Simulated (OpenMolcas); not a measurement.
## N3+: effect of the active space

| Property | Result |
| --- | --- |
| Program | OpenMolcas |
| Method | CASSCF or its RAS form |
| Basis | ANO-RCC-VQZP |
| Scalar Hamiltonian | DKH2, point nucleus |
| Spin-orbit coupling | state interaction with AMFI integrals over the reference wave functions, term energies averaged over their components |

A. 2 electrons in 4 orbitals (2s 2p); 2S+1 = 3 even, 3 roots; 2S+1 = 1 even, 7 roots; 2S+1 = 3 odd, 3 roots; 2S+1 = 1 odd, 3 roots; cost about 11 core-seconds
B. 2 electrons in 8 orbitals (2s 2p 3s 3p); 2S+1 = 3 even, 3 roots; 2S+1 = 1 even, 7 roots; 2S+1 = 3 odd, 3 roots; 2S+1 = 1 odd, 3 roots; cost about 16 core-seconds
C. 2 electrons in 9 orbitals (RAS2 2s 2p; RAS3 3d, at most 2 electrons); 2S+1 = 3 even, 3 roots; 2S+1 = 1 even, 7 roots; 2S+1 = 3 odd, 3 roots; 2S+1 = 1 odd, 3 roots; cost of the order of 19 core-seconds

Energies in cm⁻¹ above 2s² ¹S₀, the measured ground level; measured values from Moore, Selected Tables of Atomic Spectra, NSRDS-NBS 3, section 4.

```csv
Level,A,B,C,Measured
2s² ¹S₀,0.0,0.0,0.0,0.0
2s 2p ³P°₀,67929,67834,67012,67209
2s 2p ³P°₁,67997,67903,67081,67272
2s 2p ³P°₂,68135,68041,67218,67416
2s 2p ¹P°₁,142226,141182,133530,130694
2p² ³P₀,177679,177287,176712,175535
2p² ³P₁,177748,177356,176781,175608
2p² ³P₂,177884,177492,176916,175733
2p² ¹D₂,199495,198533,191526,188882
2p² ¹S₀,249455,244572,243392,235369
```

Deviations, from unrounded energies. A percentage is the sum of absolute deviations over the sum of measured energies, with the sign that they share, or ± where signs differ.

```csv
Against measurement,Levels,A,B,C
mean absolute deviation (cm-1),9,5000,4100,2000
other configurations (%),9,+3.5,+2.8,±1.4
```

C lies closest to measurement on these levels and A furthest from it. The largest miss of C in the table is 2p² ¹S₀, by +8000 cm-1. The ranking rests on the paired levels alone, and a cruder setting can come out closer through cancelling errors.

Among A to C the level of the table that moves most is 2s 2p ¹P°₁, by 8700 cm-1 (lowest in C, highest in A).

Active for correlation alone: 3p 3s; no level in the range computed is led by a configuration that fills them, so any true level of that kind is missing (holds for B). Active for correlation alone: 3d; no level in the range computed is led by a configuration that fills it, so any true level of that kind is missing (holds for C). Computed and measured levels are paired by configuration, term and J; levels that our copy of the source lacks, or whose pairing is in doubt (as where it misses far off the trend of its configuration), stay unpaired and out of the deviations. Levels of configurations outside the active space are missing.

° marks odd parity.
